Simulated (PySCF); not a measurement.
Q: Give a PBE0-D3(BJ)/def2-SVP geometry of `CC(C)[Si@@]1(C)NCC[C@@H]1F`.

A: 
```xyz
26
C7H16FNSi angstrom
C      2.080    1.117    1.200
C      1.304    0.854   -0.090
C      2.225    0.484   -1.250
Si    -0.061   -0.427    0.204
C      0.648   -2.152    0.390
N     -1.145    0.053    1.484
C     -2.515    0.281    1.058
C     -2.462    0.584   -0.441
C     -1.466   -0.361   -1.095
F     -2.035   -1.635   -1.182
H      2.815    1.930    1.072
H      1.405    1.403    2.022
H      2.642    0.224    1.521
H      0.763    1.783   -0.354
H      1.669    0.311   -2.186
H      2.795   -0.435   -1.034
H      2.962    1.280   -1.448
H      1.317   -2.404   -0.447
H     -0.174   -2.883    0.403
H      1.224   -2.256    1.323
H     -1.015   -0.149    2.466
H     -2.975    1.127    1.599
H     -3.164   -0.600    1.229
H     -3.455    0.502   -0.912
H     -2.103    1.616   -0.595
H     -1.210   -0.039   -2.118
```

Any rigid rotation of these coordinates is as good. Atoms count from 1 in this order. The 5-membered ring Si4–N6–C7–C8–C9 has internal angles of 91.8° to 114.5° (sum 524°, against 540° for a flat polygon); it is puckered, 0.18 Å rms from its mean plane, widest ring torsion 41°. Si4 (four-coordinate silicon) has angles from 91.8° to 114.6°. Of the pairs four or more bonds apart, F10···H19 is among the closest relative to their van der Waals radii: 2.74 Å, 103 % of the sum of Bondi's values. N6 (silicon-bound nitrogen) has angles 125.3°, 116.0° and 114.5°, sum 355.7°, 0.16 Å off the plane of its three neighbours.

Bonds between heavy atoms (Å): C1–C2 1.528, C2–C3 1.527, C2–Si4 1.895, Si4–C5 1.874, Si4–N6 1.744, N6–C7 1.452, C7–C8 1.530, C8–C9 1.520, C9–F10 1.398, Si4–C9 1.915.

Computed, not measured: PySCF 2.14.0, PBE0-D3(BJ)/def2-SVP geometry optimisation, gas phase.

Point group: C1 (no symmetry element, even within 0.4 Å). No PBE0-D3(BJ)/def2-SVP frequencies stand behind this structure, so it isn't proved a minimum. The numbers are those of one conformer (C1–C2–Si4–C5 -74°, C2–Si4–N6–C7 116°, Si4–N6–C7–C8 -23°, N6–C7–C8–C9 41°, C7–C8–C9–F10 75°).

The run took 3.7 min wall on an AMD EPYC 9R45 with one thread, no GPU, on a shared host, and the process peaked at 0.99 GiB of memory. This is the geometry optimisation.
